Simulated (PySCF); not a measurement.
# Deuteron quadrupole couplings in `C[SiH2]C[C@@H]([SiH3])CF`

Compound: C4H13FSi2.
Geometry (GFN2-xTB, Å), atoms numbered from 1 in this order:
```
atom  x, y, z in Å
C1     2.5762    0.4810    0.5312
Si2    1.7907   -0.4537   -0.9236
C3     0.0554   -1.0658   -0.4308
C4    -0.8625   -0.0350    0.2318
Si5   -1.3512    1.4124   -0.9231
C6    -2.1307   -0.7135    0.7314
F7    -2.9421   -1.0649   -0.3257
H8     2.0871    1.4371    0.6954
H9     2.5099   -0.0865    1.4558
H10    3.6271    0.6803    0.3456
H11    1.7260    0.4191   -2.1028
H12    2.6076   -1.6333   -1.2463
H13   -0.4492   -1.4694   -1.3105
H14    0.1791   -1.9105    0.2562
H15   -0.3608    0.3599    1.1213
H16   -1.7937    0.8874   -2.2105
H17   -0.1953    2.2967   -1.0863
H18   -2.4330    2.1571   -0.2718
H19   -1.9207   -1.6423    1.2762
H20   -2.7251   -0.0456    1.3643
```

Level: PBE0/pcSseg-1 (PySCF, non-relativistic); Q(2H) = 0.00286 b; rigid geometry, the same for H and D, with no vibrational averaging.

**Question.** Rank these positions by the coupling χzz of a deuteron there, largest first.
A. H16 (Si–H hydrogen)
B. H12 (Si–H hydrogen)
C. H9 (methyl hydrogen)
D. H14 (methylene hydrogen)
E. H20 (methylene hydrogen)

**Answer.** C (218 kHz), D (204 kHz), E (193 kHz), A (112 kHz), B (106 kHz).

**Question.** Tabulate Vzz, the asymmetry η and χzz = 234.96 MHz × Q × Vzz for every hydrogen position.

**Answer.** 
```
atom  bonded to  bond length (Å)  Vzz (au)     η  χzz (kHz)
  H8         C1            1.086    0.3246  0.01        218
  H9         C1            1.087    0.3246  0.01        218
 H10         C1            1.086    0.3266  0.01        219
 H11        Si2            1.469    0.1598  0.01        107
 H12        Si2            1.471    0.1580  0.01        106
 H13         C3            1.092    0.3083  0.04        207
 H14         C3            1.096    0.3033  0.04        204
 H15         C4            1.095    0.3016  0.04        203
 H16        Si5            1.459    0.1668  0.03        112
 H17        Si5            1.465    0.1626  0.02        109
 H18        Si5            1.466    0.1611  0.02        108
 H19         C6            1.097    0.2859  0.06        192
 H20         C6            1.095    0.2877  0.07        193
```

**Question.** Average by the element that carries the hydrogen.

**Answer.** on C: 207 kHz over 8 positions, mean bond length 1.092 Å; on Si: 109 kHz over 5 positions, mean bond length 1.466 Å.

**Question.** How does χzz go with the bond length over the 8 C–H bonds?

**Answer.** A straight-line fit has a slope of -21.8 kHz for each 0.01 Å, with a correlation coefficient of -0.95, over lengths from 1.086 to 1.097 Å. The longer bonds have the smaller couplings here.

Isolated species at its GFN2-xTB geometry (one conformer only). GFN2-xTB bond lengths can be off by several hundredths of an ångström, more for odd bonds, and the gradients follow them. The small basis limits the accuracy of the gradients.
